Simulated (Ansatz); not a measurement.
One change: `F/C(Br)=C/Br` becomes `Br/C=C\Br`.

Ansatz, PBE0-D4/def2-TZVP geometries, multiplicity 1. 

Scalar relativity is left out up to krypton.

```csv
property,`F/C(Br)=C/Br`
HOMO–LUMO gap (ωB97M-V/def2-TZVPP) / eV,11.09
HOMO–LUMO gap (B3LYP/def2-TZVPP) / eV,6.32
HOMO energy (PBE/def2-TZVPP) / eV,-6.11
LUMO energy (PBE0/def2-TZVPP) / eV,-0.50
HOMO energy (B3LYP/def2-TZVPP) / eV,-7.07
HOMO–LUMO gap (PBE/def2-TZVPP) / eV,4.60
```

**Question.** What does the change do to each property? (Estimate.)

**Answer.** The calculation gave: 
| property | `Br/C=C\Br` | shift |
| --- | --- | --- |
| HOMO–LUMO gap (ωB97M-V/def2-TZVPP) / eV | 10.89 | -0.20 |
| HOMO–LUMO gap (B3LYP/def2-TZVPP) / eV | 6.22 | -0.10 |
| HOMO energy (PBE/def2-TZVPP) / eV | -6.15 | -0.04 |
| LUMO energy (PBE0/def2-TZVPP) / eV | -0.64 | -0.14 |
| HOMO energy (B3LYP/def2-TZVPP) / eV | -7.05 | 0.02 |
| HOMO–LUMO gap (PBE/def2-TZVPP) / eV | 4.58 | -0.02 |

B3LYP here is the variant with VWN-RPA as its local correlation; programs differ in this.

Spin–orbit coupling is left out; it splits and shifts lone-pair levels of the heavy atoms by tenths of an eV.
